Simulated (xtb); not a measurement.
BI3 (SMILES IB(I)I), singlet, at a GFN2-xTB geometry, atoms displaced at random by about 0.1 Å a coordinate; GFN2-xTB in xtb.

Input for xtb:
```
$ xtb mol.xyz --gfn 2 --opt vtight --json

# file mol.xyz
4

B     -0.08500516    -0.02833432     0.15047503
I      2.07891319    -0.42463951    -0.68943819
I     -0.71465792    -0.82839805     1.75192218
I     -1.25549641     1.14378953    -1.18303582
```

Question: What does xtb print? Leave out banner, timings and long lists.

Answer: 
```
   ID    Z sym.   atoms
    1    5 B      1
    2   53 I      2-4

           -------------------------------------------------
          |                Calculation Setup                |
           -------------------------------------------------

           -------------------------------------------------
          |                 G F N 2 - x T B                 |
           -------------------------------------------------

          ...................................................
          :                      SETUP                      :
          :.................................................:
          :  # basis functions                  34          :
          :  # atomic orbitals                  31          :
          :  # shells                           11          :
          :  # electrons                        24          :
          :  max. iterations                   250          :
          :  Hamiltonian                  GFN2-xTB          :
          :  restarted?                      false          :
          :  GBSA solvation                  false          :
          :  PC potential                    false          :
          :  electronic temp.          300.0000000     K    :
          :  accuracy                    1.0000000          :
          :  -> integral cutoff          0.2500000E+02      :
          :  -> integral neglect         0.1000000E-07      :
          :  -> SCF convergence          0.1000000E-05 Eh   :
          :  -> wf. convergence          0.1000000E-03 e    :
          :  Broyden damping             0.4000000          :
          :  net charge                          0          :
          :  unpaired electrons                  0          :
          ...................................................

 iter      E             dE          RMSdq      gap      omega  full diag
   1    -12.2559516 -0.122560E+02  0.112E+01    5.93       0.0  T
   2    -11.6632762  0.592675E+00  0.247E+01    0.93       1.0  T
   3    -12.3970347 -0.733758E+00  0.163E+01    1.61       1.0  T
   4    -12.6759464 -0.278912E+00  0.953E+00    1.77       1.0  T
   5    -12.7339158 -0.579694E-01  0.578E+00    2.29       1.0  T
   6    -12.7616655 -0.277497E-01  0.353E+00    2.53       1.0  T
   7    -12.7737556 -0.120901E-01  0.128E+00    2.87       1.0  T
   8    -12.7738611 -0.105583E-03  0.717E-01    2.93       1.0  T
   9    -12.7741286 -0.267442E-03  0.307E-01    3.06       1.0  T
[...]
 * total energy  :   -12.7506478 Eh     change       -0.5187597E-05 Eh
 * total energy  :   -12.7505654 Eh     change        0.8239650E-04 Eh
 * total energy  :   -12.7506445 Eh     change       -0.7913097E-04 Eh
 * total energy  :   -12.7506504 Eh     change       -0.5860574E-05 Eh
 * total energy  :   -12.7506436 Eh     change        0.6835428E-05 Eh
 * total energy  :   -12.7506515 Eh     change       -0.7881846E-05 Eh
 * total energy  :   -12.7506526 Eh     change       -0.1190531E-05 Eh
 * total energy  :   -12.7506543 Eh     change       -0.1666941E-05 Eh
 * total energy  :   -12.7506545 Eh     change       -0.1729852E-06 Eh
 * total energy  :   -12.7506542 Eh     change        0.2472180E-06 Eh
 * total energy  :   -12.7506545 Eh     change       -0.3002479E-06 Eh
 * total energy  :   -12.7506546 Eh     change       -0.1549283E-07 Eh
   *** GEOMETRY OPTIMIZATION CONVERGED AFTER 32 ITERATIONS ***
         :: total energy             -12.750654554838 Eh    ::
[...]
        22                         -0.0114852              -0.3125
        23                         -0.0096505              -0.2626
       ...                                ...                  ...
        31                          0.9249961              25.1704
      -------------------------------------------------------------
                  HL-Gap            0.1258369 Eh            3.4242 eV
             Fermi-level           -0.3780950 Eh          -10.2885 eV

     #   Z          covCN         q      C6AA      α(0)
     1   5 B        2.664     0.360    16.407     6.816
     2  53 I        1.568    -0.120   380.841    33.688
     3  53 I        1.568    -0.120   380.841    33.688
     4  53 I        1.567    -0.120   380.841    33.688

 Mol. C6AA /au·bohr⁶  :       3917.965128
 Mol. C8AA /au·bohr⁸  :     344149.200232
 Mol. α(0) /au        :        107.880600

Wiberg/Mayer (AO) data.
largest (>0.10) Wiberg bond orders for each atom

 ---------------------------------------------------------------------------
     #   Z sym  total        # sym  WBO       # sym  WBO       # sym  WBO
 ---------------------------------------------------------------------------
     1   5 B    3.474 --     2 I    1.158     4 I    1.158     3 I    1.158
     2  53 I    1.230 --     1 B    1.158
     3  53 I    1.230 --     1 B    1.158
     4  53 I    1.230 --     1 B    1.158
 ---------------------------------------------------------------------------

Topologies differ in total number of bonds
Writing topology from bond orders to xtbtopo.mol

molecular dipole:
                 x           y           z       tot (Debye)
 q only:       -0.000      -0.000      -0.000
   full:       -0.000      -0.000      -0.000       0.001
molecular quadrupole (traceless):
                xx          xy          yy          xz          yz          zz
 q only:       -0.470       1.565       1.133       0.855       1.399      -0.662
  q+dip:       -2.083       6.928       5.015       3.788       6.195      -2.932
   full:       -2.028       6.745       4.882       3.687       6.031      -2.854

optimized geometry written to: xtbopt.xyz

           -------------------------------------------------
          | TOTAL ENERGY              -12.750654554838 Eh   |
          | GRADIENT NORM               0.000019337646 Eh/α |
          | HOMO-LUMO GAP               3.424197510018 eV   |
           -------------------------------------------------

normal termination of xtb
```
